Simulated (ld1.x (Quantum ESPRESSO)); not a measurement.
# An all-electron radial function and its pseudo partner (silicon (Si))

Columns: radius, all-electron u(r) and pseudo u(r) of the 3p shell (level -4.17 eV) of silicon in the configuration [Ne] 3s2 3p2; LDA (PZ), scalar-relativistic, TM semilocal scheme, ld1.x (Quantum ESPRESSO) 7.5.

```
r (bohr)  all-electron   pseudo
   0.077        0.0712  -0.0054
   0.154        0.1729  -0.0210
   0.231        0.2398  -0.0447
   0.308        0.2632  -0.0737
   0.385        0.2504  -0.1045
   0.462        0.2119  -0.1340
   0.539        0.1566  -0.1603
   0.616        0.0917  -0.1826
   0.693        0.0222  -0.2018
   0.770       -0.0483  -0.2198
   0.847       -0.1172  -0.2388
   0.924       -0.1830  -0.2611
   1.001       -0.2446  -0.2885
   1.078       -0.3013  -0.3217
   1.155       -0.3529  -0.3599
   1.232       -0.3993  -0.4007
   1.309       -0.4405  -0.4406
   1.386       -0.4767  -0.4767
   1.463       -0.5080  -0.5080
   1.540       -0.5348  -0.5348
   1.617       -0.5573  -0.5573
   1.694       -0.5759  -0.5759
   1.771       -0.5907  -0.5907
   1.848       -0.6022  -0.6022
   1.925       -0.6106  -0.6106
   2.002       -0.6161  -0.6161
```

Problem. How many radial nodes do the two functions have?

Solution. The all-electron 3p function has n − l − 1 = 1; the pseudo-wave has 0, since the states of the same l below it are removed with the core.

Problem. At about which radius was the pseudo-wave matched?

Solution. 1.40 bohr. The columns agree to 0.0005 from 1.31 bohr on; several derivatives are matched, so the curves merge somewhat inside the radius.

Problem. Is the pseudo-wave norm-conserving?

Solution. Yes: the TM semilocal scheme keeps the norm inside the radius equal to the all-electron one, which fixes the energy derivative of the logarithmic derivative at the level.
